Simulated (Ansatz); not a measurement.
(LiCl)3 ring (Li₃Cl₃), relaxed as a singlet with RKS PBE-D4/def2-SVP in Ansatz, starting from the GFN2-xTB geometry. Force threshold 0.02 eV/Å.

Start:

```xyz
6

Li    0.606   -1.889    0.443
Cl    2.122   -0.504   -0.021
Li    1.375    1.414   -0.464
Cl   -0.643    2.013   -0.473
Li   -1.994    0.475    0.023
Cl   -1.465   -1.509    0.492
```

**Question.** Estimate the energy that the relaxation releases and the steps that it takes.

**Answer.** 26.7 kJ/mol, in 4 steps; 7 s on 4 threads of Intel Xeon on a shared host. No frequencies were taken in this run, so the end may be a saddle point.

**Question.** Does the start keep its bonding and symmetry?

**Answer.** By distances, no bond broke or formed. The bond that changes most is Li3–Cl4, from 2.10 to 2.18 Å (atoms count from 1). Point group Cs at the start, D3h at the end, both within 0.05 Å.

**Question.** Predict the relaxed structure.

**Answer.** 
Cartesian coordinates in Å:
```
Li 0.563 -1.770 0.416
Cl 2.309 -0.548 -0.024
Li 1.289 1.331 -0.435
Cl -0.701 2.207 -0.518
Li -1.852 0.439 0.020
Cl -1.607 -1.659 0.542
```
Bond lengths (bridged metal pairs left out): 6 × Cl–Li 2.18 Å.
